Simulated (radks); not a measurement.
Valence configurations of Sm3+ (all share [Xe]). Method: Dirac Kohn-Sham, LDA (Slater exchange, Perdew-Wang correlation), spin-unpolarised, spherical densities, finite nucleus; open shells fill j = l - 1/2 first; Fermi nuclear charge, rms radius 5.0819 fm; computed with a radial shooting solver on a logarithmic mesh with Libxc functionals. Energies are relative to 4f5; eigenvalues in eV.

| valence | E (eV) | e(4f5/2) | e(5d3/2) | e(6p1/2) | e(6s1/2) |
|---|---|---|---|---|---|
| 4f5 | 0.000 | -32.902 | - | - | - |
| 4f4.5 6p0.5 | 8.670 | -38.285 | - | -18.986 | - |
| 4f3 6s2 | 37.383 | -54.308 | - | - | -26.748 |
| 4f4 6s1 | 14.489 | -43.055 | - | - | -24.623 |
| 4f3.5 5d1 6p0.5 | 22.425 | -45.678 | -29.089 | -19.646 | - |
| 4f4 5d1 | 10.540 | -39.845 | -26.687 | - | - |
| 4f4 6p1 | 19.415 | -43.946 | - | -20.189 | - |
| 4f3.5 6p1.5 | 32.491 | -49.864 | - | -21.262 | - |
| 4f4.5 5d0.5 | 4.633 | -36.273 | -25.769 | - | - |
| 4f3 5d1 6s1 | 31.542 | -50.865 | -30.788 | - | -25.410 |

NIST lists [Xe] 4f5 as the ground configuration; this level of theory agrees among the configurations tried. The energies are those of spherical spin-averaged densities, not of single terms.
